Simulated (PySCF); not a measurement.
# Basis and Hamiltonian dependence of the ionisation energy of Be⁺

Be⁺ [He] 2s1 (2S) → Be²⁺ 1s2 (1S). All values are computed (PySCF 2.14, energy differences of UHF-based or UKS calculations, no spin-orbit coupling). Values in eV.

```json
{"basis": "cc-pVDZ", "Hamiltonian": "non-relativistic", "functions": "14", "UHF": "18.086", "LDA": "n/a", "PBE0": "18.396", "CCSD(T) (valence and next inner shell)": "n/a"}
{"basis": "pcseg-2", "Hamiltonian": "non-relativistic", "functions": "15", "UHF": "18.118", "LDA": "n/a", "PBE0": "18.435", "CCSD(T) (valence and next inner shell)": "n/a"}
{"basis": "def2-TZVPPD", "Hamiltonian": "non-relativistic", "functions": "22", "UHF": "18.122", "LDA": "18.239", "PBE0": "18.442", "CCSD(T) (valence and next inner shell)": "18.160"}
{"basis": "aug-cc-pVDZ-DK", "Hamiltonian": "spin-free X2C", "functions": "23", "UHF": "18.094", "LDA": "18.177", "PBE0": "18.404", "CCSD(T) (valence and next inner shell)": "n/a"}
{"basis": "aug-pcseg-2", "Hamiltonian": "non-relativistic", "functions": "24", "UHF": "18.118", "LDA": "18.226", "PBE0": "18.435", "CCSD(T) (valence and next inner shell)": "n/a"}
{"basis": "aug-cc-pCVDZ", "Hamiltonian": "non-relativistic", "functions": "27", "UHF": "18.117", "LDA": "18.231", "PBE0": "18.446", "CCSD(T) (valence and next inner shell)": "18.148"}
{"basis": "cc-pVTZ", "Hamiltonian": "non-relativistic", "functions": "30", "UHF": "18.125", "LDA": "18.248", "PBE0": "18.452", "CCSD(T) (valence and next inner shell)": "n/a"}
{"basis": "dyall-av2z", "Hamiltonian": "non-relativistic", "functions": "42", "UHF": "18.121", "LDA": "18.247", "PBE0": "18.449", "CCSD(T) (valence and next inner shell)": "n/a"}
{"basis": "aug-cc-pVTZ-DK", "Hamiltonian": "spin-free X2C", "functions": "46", "UHF": "18.128", "LDA": "18.251", "PBE0": "18.455", "CCSD(T) (valence and next inner shell)": "n/a"}
{"basis": "aug-cc-pVTZ", "Hamiltonian": "non-relativistic", "functions": "46", "UHF": "18.125", "LDA": "18.248", "PBE0": "18.452", "CCSD(T) (valence and next inner shell)": "n/a"}
{"basis": "cc-pVQZ", "Hamiltonian": "non-relativistic", "functions": "55", "UHF": "18.127", "LDA": "18.248", "PBE0": "18.452", "CCSD(T) (valence and next inner shell)": "n/a"}
{"basis": "dyall-acv3z", "Hamiltonian": "spin-free X2C", "functions": "76", "UHF": "18.130", "LDA": "18.256", "PBE0": "18.460", "CCSD(T) (valence and next inner shell)": "18.204"}
{"basis": "aug-cc-pVQZ", "Hamiltonian": "non-relativistic", "functions": "80", "UHF": "18.127", "LDA": "18.249", "PBE0": "18.452", "CCSD(T) (valence and next inner shell)": "n/a"}
{"basis": "aug-cc-pCVQZ", "Hamiltonian": "non-relativistic", "functions": "109", "UHF": "18.127", "LDA": "18.253", "PBE0": "18.456", "CCSD(T) (valence and next inner shell)": "n/a"}
```

Frozen in the all-electron rows: valence: 1s2; valence and next inner shell: nothing.

Reference for a calculation without spin-orbit coupling: 18.211 eV (measured, between term centres; NIST).
